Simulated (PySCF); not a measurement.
**A series of related molecules**

Level of theory: PySCF, TDDFT CAM-B3LYP/aug-cc-pVDZ excited states, vertical, gas phase. Geometry: PBE0-D3(BJ)/def2-SVP.

Each molecule in one low-energy conformer.

**Question.** How does the largest two-photon cross section among the few lowest singlets (linear parallel light, single beam, Lorentzian half width 0.1 eV, states within 0.08 eV summed) change along this series?
- CC(C)=C=C(C)Cl (H replaced by Cl)
- CC(C)=C=C(C)C (H replaced by CH3)
- CC(C)=C=C(C)[SiH3] (H replaced by SiH3)

**Answer.** 
| molecule | S1 (eV) | f(S1) | largest σ (GM) | at photon λ (nm) |
| --- | --- | --- | --- | --- |
| CC(C)=C=C(C)Cl | 5.06 | 0.000 | 1.5 | 384 |
| CC(C)=C=C(C)C | 5.78 | 0.000 | 2.3 | 429 |
| CC(C)=C=C(C)[SiH3] | 5.29 | 0.000 | 1.7 | 389 |

The largest two-photon cross section among the few lowest singlets (linear parallel light, single beam, Lorentzian half width 0.1 eV, states within 0.08 eV summed) is lowest for CC(C)=C=C(C)Cl and highest for CC(C)=C=C(C)C.
